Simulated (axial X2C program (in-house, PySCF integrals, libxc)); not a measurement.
# Bond lengths and stretching modes, held linear, of SMoS⁺

Computed with an in-house all-electron X2C program for linear molecules (integrals from PySCF): two-component X2C with atomic mean-field Coulomb and Gaunt terms, Gaussian nuclei, basis S dyall-av3z, Mo dyall-v3z with contracted cores. Spin-free rows use the one-electron spin-free X2C Hamiltonian.

Masses S 31.972, Mo 97.905, S 31.972 u. States: 2c Ω = 1/2 (beyond evenly filled blocks: ω = -1/2, ω = -3/2, ω = 5/2); spin-free M_S = 1/2, Λ = 0 (beyond evenly filled blocks: σβ, δ+α, δ-α).

PBE0, spin-free: energies above the lowest point

```csv
r(S–Mo) (Å),r(Mo–S) (Å),E (meV)
2.0797,2.0797,72.43
2.0797,2.1330,29.06
2.0797,2.1863,44.79
2.1330,2.0797,29.06
2.1330,2.1330,0.00
2.1330,2.1863,29.52
2.1330,2.2397,102.44
2.1863,2.0797,44.79
2.1863,2.1330,29.52
2.1863,2.1863,72.59
2.2397,2.1330,102.44
2.2397,2.2397,256.59
```

Problem. Fit a quadratic surface with cubic terms in each bond: where is the minimum, and what are the two stretching wavenumbers?

Solution. At PBE0, spin-free: bonds 2.131 and 2.131 Å; harmonic stretches 465.1 and 474.8 cm⁻¹; force constants 3.32, 3.32 and coupling 0.75 mdyn/Å.

The other levels and Hamiltonians give:

```csv
Hamiltonian,level,r(S–Mo) (Å),r(Mo–S) (Å),lower stretch (cm⁻¹),upper stretch (cm⁻¹)
2c,PBE0,2.131,2.131,464.8,475.0
2c,HF,2.269,2.269,98.3,228.3
2c,PBE,2.153,2.153,447.4,486.5
spin-free,PBE,2.153,2.153,447.5,486.4
```

Each state is one determinant, the lowest of a limited PBE0 search; the stretches come from a fit to these few points and carry an uncertainty of a few per cent. Other orders of the atoms were not compared. Left out for rough or failed fits: MP2 2c, HF spin-free, MP2 spin-free. The levels spread by more than a fifth, so the stretches depend strongly on the method. The molecule was held linear; bending was not examined, so a bent shape may lie lower. Note: several unpaired electrons, one determinant need not be a pure state.
